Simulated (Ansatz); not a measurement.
All numbers were calculated with Ansatz.

A structure relaxed at PBE0-D4/def2-TZVP, charge 0, multiplicity 1:

Cartesian coordinates in Å:
```
N -0.7648 -1.1550 -0.1378
Si -0.1618 0.4087 0.0649
F -0.0657 1.2981 -1.2635
S 1.8233 0.1887 0.7819
H -1.7497 -1.3561 -0.1005
H -0.2325 -1.8901 -0.5721
H -1.0826 1.1436 0.9551
H 2.2338 1.3621 0.2719
```

(1) Give its formula and SMILES.

(2) Summarise the bond lengths by kind.

Answers

(1) FH4NSSi, `N[SiH](F)S`.

(2) 1 × N–Si 1.688 Å; 2 × H–N 1.006 Å; 1 × F–Si 1.602 Å; 1 × S–Si 2.122 Å; 1 × H–Si 1.477 Å; 1 × H–S 1.344 Å.
